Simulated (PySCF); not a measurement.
**Electron correlation in Ge⁺ (germanium, charge +1)**

[Ar] 3d10 4s2 4p1, 2P determinant. Calculation: PySCF 2.14, in aug-cc-pVDZ-DK; scalar relativity by spin-free X2C-1e. Frozen: [Ar] 3d10; 3 electrons correlated.

MP2 pair energies summed by pair of shells (mhartree):

```
 pair  energy  share (%)
4s-4s  -18.48       59.3
4s-4p  -12.70       40.7
```

Total MP2 correlation energy: -31.18 mhartree.

Same-spin part -2.12 and opposite-spin part -29.07 mhartree; SCS-MP2 scales them by 1/3 and 6/5 to -35.58 mhartree.

```json
{"level": "CCSD", "correlation energy (mhartree)": "-46.22"}
{"level": "(T)", "correlation energy (mhartree)": "-0.46"}
{"level": "CCSD(T)", "correlation energy (mhartree)": "-46.68"}
```

Diagnostics: T1 = 0.0096, D1 = 0.0232, largest double amplitude 0.094.

Cost of the coupled-cluster step: 0.18 s of wall time on 1 thread of AMD EPYC 7B13 (shared host), for 3 correlated electrons.
